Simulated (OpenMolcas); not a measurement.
# Cr3+ in a ligand field

Cr3+ with 4 ligands (oxide) in tetrahedral coordination (Td) at 1.86 Å. A charge of +1.25 e stands 2.6 Å behind each ligand. Ligand basis ANO-RCC-VDZP.
```
Cr    0.0000    0.0000    0.0000
O     1.0739    1.0739    1.0739
O     1.0739   -1.0739   -1.0739
O    -1.0739    1.0739   -1.0739
O    -1.0739   -1.0739    1.0739
```

* Program: OpenMolcas
* Method: CASSCF
* Basis: ANO-RCC-VDZP [5s4p2d1f]
* Scalar Hamiltonian: DKH2, point nucleus
* Active space: 3 electrons in 5 orbitals (3d)
* State averaging: 2S+1 = 4 even, 10 roots; 2S+1 = 2 even, 40 roots
* Spin-orbit coupling: state interaction with AMFI integrals over the reference wave functions

The lowest spin-free states (labels of Td), above the lowest:

```csv
State,Degeneracy,E (cm-1)
4T1,3,0.0
4T2,3,5399
4A2,1,11709
2E,2,12391
2T1,3,16585
2T2,3,17154
4T1,3,19386
2A1,1,20039
2T1,3,21574
2T2,3,23988
2T1,3,24449
2E,2,25571
2T2,3,28712
2T1,3,28849
2E,2,29495
2T2,3,38341
2T1,3,39112
2A2,1,39151
2E,2,58531
2T2,3,59039
```

The lowest levels with spin-orbit coupling:

```tsv
E (cm-1)	Degeneracy	Label	2S+1	g
0.0	4	Γ8	4	
25.7	2	Γ7	4	1.30 1.30 1.30
310.6	4	Γ8	4	
494.8	2	Γ6	4	4.02 4.02 4.02
5512	2	Γ7	4	3.17 3.17 3.17
5552	4	Γ8	4	
5666	2	Γ6	4	2.15 2.15 2.15
5681	4	Γ8	4	
11926	4	Γ8	4	
12590	4	Γ8	2	
16672	2	Γ6	2	0.60 0.60 0.60
16816	4	Γ8	2	
17216	2	Γ7	2	1.46 1.46 1.46
17481	4	Γ8	2	
19362	2	Γ6	4	2.77 2.77 2.77
19438	4	Γ8	4	
19709	2	Γ7	4	2.54 2.54 2.54
19712	4	Γ8	4	
20224	2	Γ6	2	1.97 1.97 1.97
21701	2	Γ6	2	0.90 0.90 0.90
```

Electric-dipole absorption from the lowest level at this geometry, strongest bands:

| E (cm-1) | λ (nm) | Label | f |
| --- | --- | --- | --- |
| 5552 | 1800 | Γ8 | 2.49e-05 |
| 5666 | 1760 | Γ6 | 1.74e-05 |
| 5681 | 1760 | Γ8 | 2.43e-05 |
| 11926 | 839 | Γ8 | 5.12e-05 |
| 19362 | 516 | Γ6 | 2.05e-04 |
| 19438 | 514 | Γ8 | 5.74e-04 |
| 19709 | 507 | Γ7 | 1.72e-04 |
| 19712 | 507 | Γ8 | 2.08e-05 |
| 21701 | 461 | Γ6 | 1.17e-06 |
| 21899 | 457 | Γ8 | 1.46e-05 |

Powder χT (cm3 K/mol): 0.353 at 2 K, 0.453 at 10 K, 0.674 at 50 K, 0.857 at 100 K, 1.18 at 200 K, 1.42 at 300 K. The effective moment at 300 K is 2.828 √(χT) = 3.37 μB.

The lowest level has 2S+1 = 4, for which the spin-only value is χT = S(S+1) / 2 = 1.875 cm3 K/mol (g = 2). The computed 1.423 at 300 K differs by -0.452, through orbital momentum, spin-orbit coupling and any other state in reach. With a threefold ground state the orbital momentum is unquenched, so the spin-only value is not expected to hold.

Metal share of the active 3d orbitals (Löwdin): 89, 89, 89, 94, 94 %; Mulliken charge of the metal 2.06.

A least-squares ligand-field fit to the states below 45000 cm-1, each weighted by its degeneracy and with a free common offset, gives 10Dq = -6015 cm-1 (negative for this site), B = 965 cm-1 and C = 3764 cm-1 (C/B = 3.90), with an rms deviation of 273 cm-1.

The same method and metal basis give the free ion B = 1151 cm-1 (fit to its terms below 60000 cm-1, rms deviation 60 cm-1), so the nephelauxetic ratio is β = 965 / 1151 = 0.84; it hangs on how both fits weigh the states, and computed free-ion B values tend to be too large, so β mixes covalency with correlation.

An orbital triplet at a regular site is open to Jahn-Teller coupling, which can distort the site and quench the lowest spin-orbit gaps and is left out. Without dynamic correlation the repulsion within the d shell is too large (B by tens of per cent), so at a given field states of lower spin stand too high. The oxide ions are held by bare point charges, a crude embedding. Ligand-to-metal charge-transfer states are missing. With no ligand orbital active B as a rule stays too high, so bands that hang on it stand too high and its fall with covalency is understated. With metal d orbitals alone and no dynamic correlation the field as a rule comes out too small, by tens of per cent, by up to half for chloride and softer ligands. No measured value stands beside these numbers; the geometry is a model, was not optimised and need not be the one that this ion takes.

The RASSCF and RASSI steps took 22 s on 1 thread of Arm Neoverse V1, with other jobs on the host; the integral step is not counted.
